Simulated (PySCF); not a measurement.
**Correlation energy of Ga (gallium, neutral)**

[Ar] 3d10 4s1 4p1 5s1, high-spin 4P determinant (an excited configuration). Calculation: PySCF 2.14, in aug-cc-pwCVDZ-PP with ECP10MDF (6s5p4d1f, 48 functions); a scalar-relativistic core potential. Frozen: 3s2 3p6 3d10; 3 electrons correlated.

| level | correlation energy (mhartree) |
| --- | --- |
| CCSD | -9.64 |
| (T) | -0.06 |
| CCSD(T) | -9.70 |
| CCSDT | -9.73 |

Diagnostics: T1 = 0.0088, D1 = 0.0196, largest double amplitude 0.037.

The outer electron is Rydberg-like, and this basis confines it to a smaller radius and binds it less than a complete one would.

Cost of the coupled-cluster step: about 1.3 core-seconds, for 3 correlated electrons.
